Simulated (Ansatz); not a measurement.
Geometry optimisation, Ansatz 0.2.0, RKS revPBE/6-31G.

The input (input.yaml):

```yaml
crystal:
  periodic: [false, false, false]
  atoms:
    - { symbol: Si, position_ang: [0.0, 0.0, 0.0] }
    - { symbol: "N", position_ang: [0.0, 0.0, 1.82] }
    - { symbol: H, position_ang: [-0.877, -0.2713, 2.35] }
    - { symbol: H, position_ang: [0.877, 0.2713, 2.35] }
    - { symbol: "N", position_ang: [1.7163, 0.0, -0.6061] }
    - { symbol: H, position_ang: [2.2145, -0.918, -0.7868] }
    - { symbol: H, position_ang: [2.2175, 0.918, -0.7783] }
    - { symbol: "N", position_ang: [-0.8572, 1.4851, -0.6061] }
    - { symbol: H, position_ang: [-1.8773, 1.43, -0.8888] }
    - { symbol: H, position_ang: [-0.3367, 2.4058, -0.6766] }
    - { symbol: "N", position_ang: [-0.8572, -1.4851, -0.6061] }
    - { symbol: H, position_ang: [-1.3922, -2.1014, 0.0704] }
    - { symbol: H, position_ang: [-0.8219, -1.7344, -1.6357] }
basis:
  gaussian: { orbitals: "6-31G" }
hamiltonian:
  xc: revpbe
relax:
  f_tol: 0.02
  max_steps: 40
```

Run as:

```bash
$ ansatz run input.yaml --threads 1 --pin off --max-ram 2048MiB --backend cpu --events-out ev --progress --plain --runs-dir out
```

Question: Where does it end, and by what steps?

Answer: The run converged. Limits of this set-up: no polarisation functions. After 8 steps the energy has fallen by 0.856 eV; H6 moved furthest, 1.06 Å.

```json
{"step": "0", "energy less start (eV)": "0.0000", "largest force component (eV/Å)": "1.792", "accepted": "yes"}
{"step": "1", "energy less start (eV)": "-0.5205", "largest force component (eV/Å)": "1.175", "accepted": "yes"}
{"step": "2", "energy less start (eV)": "-0.6551", "largest force component (eV/Å)": "0.569", "accepted": "yes"}
{"step": "3", "energy less start (eV)": "-0.7045", "largest force component (eV/Å)": "0.205", "accepted": "yes"}
{"step": "4", "energy less start (eV)": "-0.7538", "largest force component (eV/Å)": "0.298", "accepted": "yes"}
{"step": "5", "energy less start (eV)": "-0.7625", "largest force component (eV/Å)": "1.087", "accepted": "yes"}
{"step": "6", "energy less start (eV)": "-0.8513", "largest force component (eV/Å)": "0.046", "accepted": "yes"}
{"step": "7", "energy less start (eV)": "-0.8542", "largest force component (eV/Å)": "0.121", "accepted": "yes"}
{"step": "8", "energy less start (eV)": "-0.8561", "largest force component (eV/Å)": "0.016", "accepted": "yes"}
```

```xyz
13
Properties=species:S:1:pos:R:3
Si 0.000 0.000 0.000
N 0.083 -0.259 1.754
H -0.708 -0.628 2.274
H 0.795 0.185 2.327
N 1.713 0.185 -0.428
H 2.441 -0.330 0.059
H 1.999 0.574 -1.322
N -0.735 1.401 -0.805
H -1.739 1.468 -0.944
H -0.237 2.282 -0.896
N -1.060 -1.325 -0.521
H -1.047 -2.229 -0.058
H -1.499 -1.326 -1.437
```

Whether the end is a true minimum wasn't checked by a vibrational analysis.

The run took 32 s on 1 thread of Arm Neoverse V2, with other jobs on the host, peak memory 0.13 GiB.
